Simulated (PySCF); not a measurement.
C2H4N, SMILES [CH]=NC, multiplicity 2.

Geometry: B3LYP-D3(BJ)/def2-TZVP. The isomer is the one that the SMILES or the coordinates give; other isomers of the formula were not compared.

All values below come from B3LYP-D3(BJ)/def2-TZVP (PySCF).

Harmonic, unscaled wavenumbers; measured fundamentals usually lie a few per cent lower.

Computed vibrational spectrum:
| mode | ν (cm⁻¹) | IR (km/mol) | moving atoms (share of kinetic energy) |
|---|---|---|---|
| 1 | 170 | 10.2 | H 76 %, N 18 % |
| 2 | 340 | 10.1 | N 37 %, C 33 %, H 30 % |
| 3 | 704 | 19.7 | H 69 %, C 22 %, N 9 % |
| 4 | 901 | 22.9 | C 52 %, N 33 %, H 15 % |
| 5 | 982 | 97.3 | H 70 %, C 26 % |
| 6 | 1114 | 12.5 | H 76 %, C 19 % |
| 7 | 1121 | 0.0 | H 73 %, C 19 %, N 8 % |
| 8 | 1428 | 5.0 | H 86 %, C 14 % |
| 9 | 1481 | 5.8 | H 96 % |
| 10 | 1491 | 19.3 | H 96 % |
| 11 | 1919 | 41.2 | N 49 %, C 46 % |
| 12 | 2920 | 57.2 | H 91 %, C 9 % |
| 13 | 3006 | 51.5 | H 96 % |
| 14 | 3093 | 19.7 | H 92 %, C 8 % |
| 15 | 3112 | 11.3 | H 91 %, C 9 % |
